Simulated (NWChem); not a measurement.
Species: C2H4AuNO; SMILES CC#[N]->[Au][OH]

```xyz
9

Au     0.0003    -0.5167    -0.0003
O     -0.0816    -2.4650     0.0024
H      0.8371    -2.7976     0.0028
C      0.0009     4.0558     0.0021
C     -0.0126     2.6052    -0.0011
N     -0.0218     1.4348    -0.0018
H      1.0443     4.4276     0.0550
H     -0.5573     4.4466     0.8771
H     -0.4683     4.4513    -0.9217
```
Atoms are numbered in this order, from 1.

Computed with NWChem. Structure relaxed at the PBE-D3(BJ)/def2-SVP level. No frequency run checked for a minimum. def2 effective core potentials on Au; no spin-orbit coupling. Level M06-L/def2-SVP: energy and gradient on several grids; changes count from the extra-fine grid, which is no exact limit either.

```json
[
 {"grid": "xcoarse", "size of the energy change (μHa)": "30000", "largest change of a gradient component (μHa/bohr)": "10000", "time, medium = 1 (rough)": "about 1"},
 {"grid": "coarse", "size of the energy change (μHa)": "100", "largest change of a gradient component (μHa/bohr)": "2000", "time, medium = 1 (rough)": "about 1"},
 {"grid": "medium", "size of the energy change (μHa)": "50", "largest change of a gradient component (μHa/bohr)": "600", "time, medium = 1 (rough)": "about 1"},
 {"grid": "fine", "size of the energy change (μHa)": "< 10", "largest change of a gradient component (μHa/bohr)": "200", "time, medium = 1 (rough)": "about 1"},
 {"grid": "xfine", "size of the energy change (μHa)": "< 10", "largest change of a gradient component (μHa/bohr)": "< 30", "time, medium = 1 (rough)": "3"}
]
```
